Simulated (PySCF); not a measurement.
A PySCF script (with the pyscf-properties extension) for the NMR shieldings of `CCOBCC`, C4H11BO, on a GFN2-xTB geometry:

```python
import basis_set_exchange as bse
import numpy as np
from pyscf import gto, dft
from pyscf.prop import nmr

atoms = """
C    -2.987319    0.139744   -0.214014
C    -1.755334   -0.491337    0.441171
B    -0.382412   -0.027441   -0.218908
O     0.601855    0.329618    0.597095
C     1.887493    0.729595    0.181090
C     2.900483   -0.379864    0.440868
H    -3.028642   -0.113516   -1.270973
H    -2.949605    1.223431   -0.126463
H    -3.903527   -0.209561    0.258964
H    -1.765786   -0.269742    1.509248
H    -1.840187   -1.577941    0.349507
H    -0.251101    0.003071   -1.396994
H     1.880161    0.989421   -0.885647
H     2.149771    1.622197    0.760665
H     2.643940   -1.259951   -0.144021
H     2.896778   -0.649391    1.493860
H     3.896435   -0.046305    0.163025
"""
names = dict.fromkeys(["C", "B", "O", "H"], "pcSseg-1")
basis = {el: gto.basis.parse(bse.get_basis(n, elements=[el], fmt="nwchem")) for el, n in names.items()}
mol = gto.M(atom=atoms, basis=basis, charge=0, verbose=0)
mf = dft.RKS(mol, xc="PBE0")
mf.grids.level = 2
mf.grids.alignment = dft.numint.BLKSIZE   # the property module wants whole blocks of grid points
mf.conv_tol = 1e-9
mf.kernel()

calc = nmr.RKS(mf)   # GIAO
C = mf.mo_coeff
Co = C[:, mf.mo_occ > 0]
resp = mf.gen_response(singlet=True, hermi=2)
def vind(x):   # induced exchange potential for any number of trial vectors
    d = np.einsum("pi,xij,qj->xpq", C, 2 * x.reshape(-1, C.shape[1], Co.shape[1]), Co, optimize=True)
    return np.einsum("xpq,pi,qj->xij", resp(d - d.transpose(0, 2, 1)), C, Co, optimize=True).ravel()
mo1, _ = nmr.rhf.solve_mo1(calc, with_cphf=vind)
sigma = calc.kernel(mo1)
for i, s in enumerate(sigma):   # ppm
    w = np.linalg.eigvalsh((s + s.T) / 2)
    print("%2d %-2s iso %8.1f  s11 %8.1f  s22 %8.1f  s33 %8.1f" % (i, mol.atom_pure_symbol(i), w.mean(), *w))
```

**Question.** What does it print?

**Answer.** 
```
 0 C  iso    176.6  s11    169.6  s22    174.2  s33    186.0
 1 C  iso    168.0  s11    156.1  s22    168.6  s33    179.2
 2 B  iso     51.2  s11     13.6  s22     51.8  s33     88.2
 3 O  iso    114.2  s11    -73.1  s22     95.2  s33    320.5
 4 C  iso    114.8  s11     83.9  s22     94.1  s33    166.3
 5 C  iso    165.3  s11    147.0  s22    163.8  s33    185.3
 6 H  iso     30.6  s11     26.5  s22     28.6  s33     36.6
 7 H  iso     31.0  s11     26.6  s22     29.4  s33     37.0
 8 H  iso     30.5  s11     25.9  s22     28.2  s33     37.4
 9 H  iso     30.8  s11     26.4  s22     30.7  s33     35.2
10 H  iso     31.0  s11     26.6  s22     30.1  s33     36.3
11 H  iso     26.4  s11     24.7  s22     25.7  s33     28.7
12 H  iso     27.5  s11     23.6  s22     28.1  s33     30.9
13 H  iso     27.2  s11     22.9  s22     27.2  s33     31.5
14 H  iso     30.6  s11     27.1  s22     29.3  s33     35.3
15 H  iso     30.0  s11     26.7  s22     28.3  s33     35.1
16 H  iso     30.7  s11     27.0  s22     27.5  s33     37.5
```

These numbers come from an equivalent density-fitted implementation of the same equations, which agrees with the script to about 0.01 ppm for H and up to a few tenths of a ppm for heavy atoms, so last digits may differ.

Size and cost of the density-fitted run: 157 basis functions, 13 s wall time on 1 thread of an Arm Neoverse V2, shared host; peak memory 0.72 GiB.
